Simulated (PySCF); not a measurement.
**ZrF₂ + NH₃ → HZrN + 2 HF**

Level: PBE0 in the def2-TZVP basis family, computed in PySCF with density fitting; scalar-relativistic core potentials for atoms from Rb on, none lighter, no spin–orbit coupling; open shells unrestricted.

| species | state and structure | E (Eh) | ZPE (kJ/mol) | H(298 K) − H(0) (kJ/mol) | S° (J/(mol K)) |
| --- | --- | --- | --- | --- | --- |
| ZrF₂ | triplet, C2v, Zr–F 1.909 Å (×2); F–Zr–F 133.9° | -246.71548 | 8.4 | 12.5 | 288.9 |
| NH₃ | singlet, C3v, N–H 1.013 Å (×3); H–N–H 107.1° (×3) | -56.51312 | 90.6 | 10.0 | 192.4 |
| HZrN | singlet, Cs, Zr–H 1.897 Å, Zr–N 1.691 Å; H–Zr–N 106.2° | -102.24341 | 18.5 | 10.6 | 253.6 |
| HF | singlet, C∞v, H–F 0.920 Å | -100.39188 | 24.9 | 8.7 | 173.6 |

Task: What is the electronic reaction energy?

Result: At PBE0/def2-TZVP, ΔE = 528.9 kJ/mol from the differences of the total energies times 2625.5, uphill. 

Task: Add zero-point, thermal and entropy terms for 298.15 K and 1 bar.

Result: ΔZPE = -30.7 and Δ[H(298) − H(0)] = 5.5 kJ/mol give ΔH° = 503.7 kJ/mol. ΔS° = 119.5 J/(mol K), so ΔG° = 503.7 − 298.15 × (0.1195) = 468 kJ/mol.

Open d or f shells are single determinants, so the state found may not be the ground state. Each species is the lowest minimum found with this bonding; other isomers or fragments can lie lower.
